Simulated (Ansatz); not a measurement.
Born–Oppenheimer molecular dynamics of BrH5SeSn (8 atoms, charge 0, multiplicity 1). It starts at the highest image of a converged band, a first-order saddle point between two minima.

Computed with Ansatz, RKS PBE-D4/def2-SVP.

```
ensemble                      : NVE (velocity Verlet)
time step                     : 0.5 fs
steps asked                   : 200
starting velocities drawn for : 300 K
seed                          : 9867
```

First frame:

```xyz
8
Properties=species:S:1:pos:R:3
Sn -0.520 -0.578 -0.742
Br 2.319 -0.017 -0.313
H 0.068 -2.199 -0.851
H -2.142 -0.760 -0.120
H -0.556 0.353 -2.187
H 1.236 1.150 0.684
Se -0.282 1.522 1.219
H -0.123 0.529 2.310
```

Task: How far do the bonds stretch over the last three quarters of this one trajectory? (Pairs bonded in most of those frames.)

Result: 
| bond | mean (Å) | spread (Å) | shortest | longest |
| --- | --- | --- | --- | --- |
| Sn1–Br2 | 3.014 | 0.130 | 2.89 | 3.31 |
| Sn1–H3 | 1.726 | 0.030 | 1.67 | 1.77 |
| Sn1–H4 | 1.752 | 0.010 | 1.74 | 1.77 |
| Sn1–H5 | 1.720 | 0.028 | 1.68 | 1.77 |
| Sn1–Se7 | 2.760 | 0.083 | 2.60 | 2.86 |
| Br2–H6 | 1.591 | 0.084 | 1.43 | 1.79 |
| Se7–H8 | 1.487 | 0.013 | 1.47 | 1.51 |

Mean temperature of the second half: 465 K. The conserved energy stayed within 0.045 meV per atom of its start (net change 0.045 meV per atom), so the integration is sound. The system heated up, since it started high on the potential surface and ran downhill. A run of 0.1 ps of so small a system gives no equilibrium averages. The orbitals stay closed-shell, which can raise the energy where a bond breaks towards radicals; this wasn't checked here.

Time of the run: 7.6 min on 2 threads of Arm Neoverse V1, on a shared host, peak memory 0.17 GiB.
